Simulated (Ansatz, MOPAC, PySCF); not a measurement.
Dissociation curve of SMILES [SiH3]Br (H3BrSi). The Si1–Br5 bond (Si1 also carries H, H, H; Br5 carries nothing else) is varied alone, starting from the PBE0/def2-TZVP optimised geometry.

Computed with: UKS-LDA (SVWN5)/6-31G* = unrestricted LDA (SVWN5)/6-31G*, spherical d in PySCF 2.14.0; RKS-PBE = restricted PBE/cc-pVDZ run with Ansatz (a quantum-chemistry and plane-wave program); UKS-M06-2X/6-31G* = unrestricted M06-2X/6-31G*, spherical d run with PySCF; PM7, restricted, heats of formation (MOPAC).

Energies are in mEh, each relative to the lowest point of its own curve near equilibrium.

```
R / Å  UKS-LDA (SVWN5)/6-31G*  RKS-PBE  UKS-M06-2X/6-31G*    PM7
-----  ----------------------  -------  -----------------  -----
1.76                    122.4    138.8              128.7  110.9
1.89                     50.7     60.7               53.9   46.9
1.99                     21.0     27.2               22.7   19.2
2.08                      6.8     10.2                7.6    5.7
2.15                      1.6      3.1                1.9    0.9
2.22                      0.0      0.0                0.0    0.0
2.30                      1.6      0.0                1.4    [?]
2.33                      2.9      0.8                2.7    4.3
2.42                      8.5      5.0                8.3   11.4
2.59                     23.5     17.9               23.8    [?]
2.76                     41.0      [?]               42.1   51.2
2.97                     62.6     54.0               65.1   77.1
3.32                     94.1     84.1               99.9  114.0
3.69                    119.7    108.9              121.2  143.0
4.04                    136.9    126.0              130.5  162.6
4.44                    147.7    139.6              137.0  178.3
4.85                    153.6    148.6              140.5  189.2
5.48                    158.1    156.5              142.5    [?]
5.94                    159.7    159.5              142.9    [?]
6.63                    160.8    161.9              143.1  212.8
7.68                    161.5    163.2              143.1    [?]
```

Task: Complete the blanks.

Result: 
- 2.30, PM7: 2.5
- 2.59, PM7: 29.9
- 2.76, RKS-PBE: 33.8
- 5.48, PM7: 200.4
- 5.94, PM7: 206.2
- 7.68, PM7: 219.6

The unrestricted determinant behind UKS-LDA (SVWN5)/6-31G* is spin-contaminated at 4.04 to 7.68 Å (<S²> up to 0.8, against 0.00 for a pure singlet). The restricted form behind RKS-PBE, PM7 keeps the bonding electrons paired and can't separate into open-shell fragments. The unrestricted determinant behind UKS-M06-2X/6-31G* is spin-contaminated at 3.69 to 7.68 Å (<S²> up to 1.0, against 0.00 for a pure singlet).
